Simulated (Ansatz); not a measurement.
The cluster Ga₃As₄⁻. Total charge -1; singlet. Geometry PBE0-D4/def2-SVP; atoms count from 1.

```xyz
7

Ga   -1.594   -0.166    2.447
Ga    0.792    2.170   -0.944
Ga    0.242   -0.974   -2.018
As   -1.426    0.681   -0.094
As    2.335    0.194   -0.744
As    0.730   -0.179    1.026
As   -1.079   -1.726    0.327
```

The structure comes from a short search, and lower isomers may exist.

Estimate the Mulliken populations from the PBE0/def2-TZVPD orbitals of Ansatz.


```json
{"atom": "Ga1", "charge (e)": "0.01"}
{"atom": "Ga2", "charge (e)": "-0.01"}
{"atom": "Ga3", "charge (e)": "0.11"}
{"atom": "As4", "charge (e)": "-0.26"}
{"atom": "As5", "charge (e)": "-0.56"}
{"atom": "As6", "charge (e)": "0.03"}
{"atom": "As7", "charge (e)": "-0.33"}
```
Mulliken values depend strongly on the basis. With diffuse functions, as here, like atoms can get unlike values, and bond orders can come out too low or too high.

And the Mayer bond orders between heavy atoms (over 0.3)?

Ga1–As4 0.46 (2.68 Å); Ga1–As7 0.53 (2.68 Å); Ga2–As4 0.35 (2.80 Å); Ga2–As5 0.88 (2.51 Å); Ga3–As5 0.63 (2.71 Å); Ga3–As7 0.36 (2.79 Å); As4–As6 0.82 (2.58 Å); As4–As7 0.91 (2.47 Å); As5–As6 0.85 (2.42 Å); As6–As7 0.90 (2.48 Å).
